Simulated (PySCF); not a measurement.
**Computed vibrations of [Lu(H2O)4]3+**

[Lu(H2O)4]3+ (singlet in the valence; each metal's 4f electrons, 14 of them, lie in its core potential, out of spins and levels). PySCF 2.14.0, RKS B3LYP, Lu lcecp-1-SVP with ECP60, O def2-SVP, H def2-SVP; non-relativistic Hamiltonian with scalar-relativistic core potentials where named; density fitting; no spin-orbit coupling. Central differences of gradients.

```xyz
13

Lu    0.0000    0.0000    0.0000
O     1.2729    1.2900    1.2900
H     1.6436    1.0875    2.1835
H     1.6436    2.1835    1.0875
O    -1.2729   -1.2900    1.2900
H    -1.6436   -1.0875    2.1835
H    -1.6436   -2.1835    1.0875
O     1.2729   -1.2900   -1.2900
H     1.6436   -2.1835   -1.0875
H     1.6436   -1.0875   -2.1835
O    -1.2729    1.2900   -1.2900
H    -1.6436    2.1835   -1.0875
H    -1.6436    1.0875   -2.1835
```

Run from Python with OMP_NUM_THREADS=2. Where DIIS fails, smearing, a level shift and second-order steps follow.
It took 2.1 min on 2 threads of Arm Neoverse N1 (shared host).

(1) What are the harmonic wavenumbers and infrared intensities?

(2) Is this a minimum?

An lcecp potential fixes the number of 4f electrons, so in runs with it no electron can move into or out of that shell.

Results:

(1) Modes are labelled in D2d; negative numbers are unstable modes, those under 60 cm⁻¹ near the noise; a finer grid moves soft modes by up to 10 cm⁻¹.
```json
{"cm⁻¹": "-153", "km/mol": "–", "symmetry": "a2"}
{"cm⁻¹": "-42", "km/mol": "–", "symmetry": "e"}
{"cm⁻¹": "-42", "km/mol": "–", "symmetry": "e"}
{"cm⁻¹": "8", "km/mol": "0.0", "symmetry": "b1"}
{"cm⁻¹": "56", "km/mol": "9.7", "symmetry": "b2"}
{"cm⁻¹": "63", "km/mol": "0.0", "symmetry": "a1"}
{"cm⁻¹": "78", "km/mol": "0.0", "symmetry": "b1"}
{"cm⁻¹": "93", "km/mol": "7.7", "symmetry": "e"}
{"cm⁻¹": "93", "km/mol": "7.7", "symmetry": "e"}
{"cm⁻¹": "402", "km/mol": "7.8", "symmetry": "e"}
{"cm⁻¹": "402", "km/mol": "7.8", "symmetry": "e"}
{"cm⁻¹": "403", "km/mol": "0.0", "symmetry": "a1"}
{"cm⁻¹": "407", "km/mol": "5.9", "symmetry": "b2"}
{"cm⁻¹": "595", "km/mol": "0.0", "symmetry": "a2"}
{"cm⁻¹": "616", "km/mol": "1.1", "symmetry": "e"}
{"cm⁻¹": "616", "km/mol": "1.1", "symmetry": "e"}
{"cm⁻¹": "633", "km/mol": "0.0", "symmetry": "b1"}
{"cm⁻¹": "650", "km/mol": "432.8", "symmetry": "e"}
{"cm⁻¹": "650", "km/mol": "432.8", "symmetry": "e"}
{"cm⁻¹": "653", "km/mol": "0.0", "symmetry": "a1"}
{"cm⁻¹": "662", "km/mol": "904.6", "symmetry": "b2"}
{"cm⁻¹": "1664", "km/mol": "213.8", "symmetry": "b2"}
{"cm⁻¹": "1664", "km/mol": "185.5", "symmetry": "e"}
{"cm⁻¹": "1664", "km/mol": "185.5", "symmetry": "e"}
{"cm⁻¹": "1671", "km/mol": "0.0", "symmetry": "a1"}
{"cm⁻¹": "3557", "km/mol": "673.3", "symmetry": "b2"}
{"cm⁻¹": "3557", "km/mol": "577.6", "symmetry": "e"}
{"cm⁻¹": "3557", "km/mol": "577.6", "symmetry": "e"}
{"cm⁻¹": "3578", "km/mol": "0.0", "symmetry": "a1"}
{"cm⁻¹": "3587", "km/mol": "0.0", "symmetry": "a2"}
{"cm⁻¹": "3591", "km/mol": "0.0", "symmetry": "b1"}
{"cm⁻¹": "3591", "km/mol": "823.1", "symmetry": "e"}
{"cm⁻¹": "3591", "km/mol": "823.1", "symmetry": "e"}
```

(2) No: 3 unstable; the lowest moves the atoms so:
```
Lu   0.00  0.00  0.00
O    0.00  0.01 -0.01
H    0.29 -0.13 -0.16
H   -0.29  0.16  0.13
O    0.00  0.01  0.01
H    0.29 -0.13  0.16
H   -0.29  0.16 -0.13
O    0.00 -0.01  0.01
H   -0.29 -0.16 -0.13
H    0.29  0.13  0.16
O    0.00 -0.01 -0.01
H   -0.29 -0.16  0.13
H    0.29  0.13 -0.16
```
